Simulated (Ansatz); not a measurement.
Ideal-gas functions of `[F][Sb]([F])[Cl]` at 400 K and 1 bar, from an Ansatz frequency run at PBE0-D4/def2-TZVP.

Molar mass 195.21 g/mol, point group Cs (symmetry number 1), electronic degeneracy 1, moments of inertia 115.858, 213.523, 243.749 u Å². Harmonic wavenumbers (cm⁻¹, unscaled): 157, 180, 221, 382, 634, 649.

Use S(trans) = R[1.5 ln M + 2.5 ln T − 1.1517]; rotational temperatures θ = 24.2544 K / I; S(rot) = R[ln(√π/σ · √(T³/θAθBθC)) + 1.5]; for each mode x = 1.438777 ν̃/T, S = R[x/(eˣ − 1) − ln(1 − e⁻ˣ)] and H = RT x/(eˣ − 1); 1 cm⁻¹ = 0.0119627 kJ/mol; R = 8.31446 J/(mol·K).

**Question.** By hand: the entropy, in J/(mol·K).

**Answer.** Translation 180.7. Rotation: θ = 0.2093, 0.1136, 0.0995 K, giving 117.1. Vibration, mode by mode: 13.18, 12.07, 10.44, 6.30, 3.06, 2.93, in all 48.0. Electronic 0.0. Sum 345.8 J/(mol·K).

**Question.** By hand: H − E and G − E in kJ/mol, counted from the electronic energy.

**Answer.** Zero-point energy ½ × 2223 × 0.0119627 = 13.3; thermal vibration 10.3; translation, rotation and pV give 4 RT = 13.3. H − E = 36.9 kJ/mol, and G − E = 36.9 − 400 × 345.8/1000 = -101.4 kJ/mol.

Vibration gives 14 % of the entropy.
